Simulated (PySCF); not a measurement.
[YbCl3(H2O)]− at several levels of theory

Computed with PySCF 2.14.0 (density fitting, no spin-orbit coupling) at the geometry relaxed with PBE0:

```xyz
7
[YbCl3(H2O)]− (singlet in the valence; each metal's 4f electrons, 14 of them, lie in its core potential, out of spins and levels)
Yb   -0.0083   -0.3112   -0.3200
Cl    0.5770    1.9812    0.9713
Cl   -2.4579   -1.1212    0.4498
Cl    1.7611   -1.8255   -1.5741
O    -1.6510    1.4403   -1.1416
H    -1.2554    2.0296   -0.4674
H    -2.3312    0.9316   -0.6544
```

```
 level                                                           basis    state  HOMO (eV)  gap (eV)  charge on Yb1 (e)  population of f-type functions on Yb1 (polarisation alone where 4f lies in the core)  dipole about the centre of mass (D)  largest force component (eV/Å)
  PBE0  Yb lcecp-0-SVP with ECP60, Cl def2-SVP, O def2-SVP, H def2-SVP  singlet          –         –               0.45                                                                                  0.01                                 1.18                            0.01
  BLYP                                                        the same  singlet          –         –               0.21                                                                                  0.01                                 1.20                            0.87
revPBE                                                        the same  singlet          –         –               0.31                                                                                  0.01                                 1.21                            0.83
```

In the lcecp rows the 4f levels are missing from HOMO and gap, and the state counts the valence alone.

Charges are Mulliken's, which hang on the basis. The relaxation used the grid (50, 194), these runs (75, 302) or, all-electron (x2c bases, spin-free X2C Hamiltonian), (99, 590).

What does PBE0 with Yb lcecp-0-TZVP with ECP60, Cl def2-TZVP, O def2-TZVP, H def2-TZVP give here?

state singlet, charge on Yb1 (e) 1.05, population of f-type functions on Yb1 (polarisation alone where 4f lies in the core) 0.02, dipole about the centre of mass (D) 1.00, largest force component (eV/Å) 0.24. Time: 19 s on 2 threads of Arm Neoverse V1, on a shared host, from free ions and atoms.

An lcecp potential fixes the number of 4f electrons, so in runs with it no electron can move into or out of that shell.
